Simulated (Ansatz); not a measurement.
CH2NO (SMILES N[C]=O), doublet, geometry from GFN2-xTB; Ansatz (a first-principles code) with CCSD(T)/6-31G*.

Ansatz was given this input:
Ansatz 0.2 input:
```yaml
crystal:
  periodic: [false, false, false]
  atoms:
    - {symbol: N, position_ang: [-1.08420812, 0.03469576, -0.00352205]}
    - {symbol: C, position_ang: [0.16954069, -0.37867263, 0.00597592]}
    - {symbol: O, position_ang: [1.21907875, 0.20488536, 0.00041512]}
    - {symbol: H, position_ang: [-1.34378385, 1.02225370, -0.01859874]}
    - {symbol: H, position_ang: [-1.83663339, -0.63217112, 0.00407662]}
basis:
  gaussian:
    orbitals: 6-31G*
magnetization: {spin_polarized: true, initial_magnetization: 1}
correlation: {method: ccsd_t, electrons: outside_noble_gas}
accuracy: high
```

Output, abridged:

```
Functional definition: HF
1014 factors; integrals over basis functions are off by at most 3.4e-9 eV
mean field evaluation 1: about -4577.1574 eV, gradient 2.4e1 eV
mean field evaluation 2: about -4577.1617 eV, gradient 2.4e1 eV
mean field evaluation 4: about -4579.7043 eV, gradient 3.1e0 eV
mean field evaluation 8: about -4579.7827 eV, gradient 1.8e-1 eV
mean field evaluation 16: about -4578.7693 eV, gradient 1.7e1 eV
mean field -4579.78338662 eV, -168.3039351695 hartree, gradient 4.1e-8 eV, S^2 0.760700; 0 other end points of the search recorded, 0 dependent functions left out
3 core orbitals not correlated
reference -4579.78338662 eV, -168.3039351695 hartree; 9, 8 occupied and 37, 38 virtual orbitals, 1014 factors
second order -12.14016894 eV of doubles, -0.00000000 eV of singles
cycle   1  -12.06733562 eV  change    7.3e-2 eV  update   1.0e-1
cycle   2  -12.42934020 eV  change   -3.6e-1 eV  update   3.2e-2
cycle   3  -12.54381812 eV  change   -1.1e-1 eV  update   2.0e-2
cycle   4  -12.54070057 eV  change    3.1e-3 eV  update   5.7e-3
cycle   5  -12.53725251 eV  change    3.4e-3 eV  update   2.8e-3
cycle   6  -12.53792917 eV  change   -6.8e-4 eV  update   1.2e-3
cycle   7  -12.53792895 eV  change    2.2e-7 eV  update   5.1e-4
cycle   8  -12.53802716 eV  change   -9.8e-5 eV  update   1.8e-4
cycle   9  -12.53811269 eV  change   -8.6e-5 eV  update   7.7e-5
cycle  10  -12.53807723 eV  change    3.5e-5 eV  update   3.2e-5
cycle  11  -12.53809296 eV  change   -1.6e-5 eV  update   1.5e-5
cycle  12  -12.53809430 eV  change   -1.3e-6 eV  update   5.2e-6
cycle  13  -12.53809594 eV  change   -1.6e-6 eV  update   2.2e-6
cycle  14  -12.53809610 eV  change   -1.6e-7 eV  update   7.4e-7
cycle  15  -12.53809546 eV  change    6.4e-7 eV  update   3.1e-7
cycle  16  -12.53809538 eV  change    8.8e-8 eV  update   1.3e-7
cycle  17  -12.53809541 eV  change   -3.6e-8 eV  update   6.0e-8
cycle  18  -12.53809548 eV  change   -6.8e-8 eV  update   3.3e-8
cycle  19  -12.53809519 eV  change    2.9e-7 eV  update   9.3e-8
cycle  20  -12.53809520 eV  change   -7.3e-9 eV  update   2.5e-8
cycle  21  -12.53809518 eV  change    1.6e-8 eV  update   8.6e-9
cycle  22  -12.53809518 eV  change    1.0e-9 eV  update   3.8e-9
cycle  23  -12.53809518 eV  change   4.5e-10 eV  update   1.5e-9
perturbative correction -0.39779632 eV, -0.0146187452 hartree
Total energy: -4592.71927812 eV, -168.7793204140 hartree
```
